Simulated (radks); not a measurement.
Trend from La+ to Lu+: ionisation energy by Delta-SCF between NIST ground configurations, and size. Method: scalar-relativistic Kohn-Sham, r2SCAN, spin-polarised, spherical densities, finite nucleus; open shells are filled with parallel spins first (spin-orbit coupling, left out, can overturn this in heavy ions); meta-GGA in the generalised Kohn-Sham scheme; Fermi nuclear charge, rms radius of each element as measured or else 0.836 A^(1/3) + 0.57 fm; computed with a radial shooting solver on a logarithmic mesh with Libxc functionals.

species,configuration,IE (eV),NIST (eV),kind,-e(HOMO) (eV),outermost,<r> outermost (bohr),r at 0.001 e/bohr^3 (bohr)
La+,[Xe] 5d2,11.030,11.185,exp.,7.497 (5d),5d,2.85,4.39
Ce+,[Xe] 4f1 5d2,9.764,10.96,semi-emp.,7.589 (5d),5d,2.79,4.34
Pr+,[Xe] 4f3 6s1,10.617,10.63,semi-emp.,7.481 (4f),6s,4.07,4.65
Nd+,[Xe] 4f4 6s1,10.797,10.78,semi-emp.,8.401 (4f),6s,4.01,4.61
Pm+,[Xe] 4f5 6s1,10.965,10.94,semi-emp.,8.794 (6s),6s,3.95,4.58
Sm+,[Xe] 4f6 6s1,11.126,11.08,semi-emp.,8.916 (6s),6s,3.89,4.54
Eu+,[Xe] 4f7 6s1,11.283,11.24,semi-emp.,9.035 (6s),6s,3.84,4.51
Gd+,[Xe] 4f7 5d1 6s1,12.422,12.08,semi-emp.,8.961 (5d),6s,3.60,4.57
Tb+,[Xe] 4f9 6s1,11.550,11.51,semi-emp.,6.085 (4f),6s,3.75,4.47
Dy+,[Xe] 4f10 6s1,11.670,11.65,semi-emp.,6.941 (4f),6s,3.71,4.45
Ho+,[Xe] 4f11 6s1,11.790,11.78,semi-emp.,7.701 (4f),6s,3.67,4.43
Er+,[Xe] 4f12 6s1,11.910,11.92,semi-emp.,8.383 (4f),6s,3.63,4.40
Tm+,[Xe] 4f13 6s1,12.033,12.07,semi-emp.,8.999 (4f),6s,3.60,4.38
Yb+,[Xe] 4f14 6s1,12.158,12.179,exp.,9.561 (4f),6s,3.56,4.36
Lu+,[Xe] 4f14 6s2,13.694,14.13,semi-emp.,11.127 (6s),6s,3.30,4.66

Reference values: NIST Atomic Spectra Database (exp. = measured, semi-emp. = semi-empirical, theory = theoretical value adopted there). Open shells are spherical and high-spin; term and fine-structure splittings are not resolved. Spin-orbit splitting is averaged out at the scalar-relativistic level.
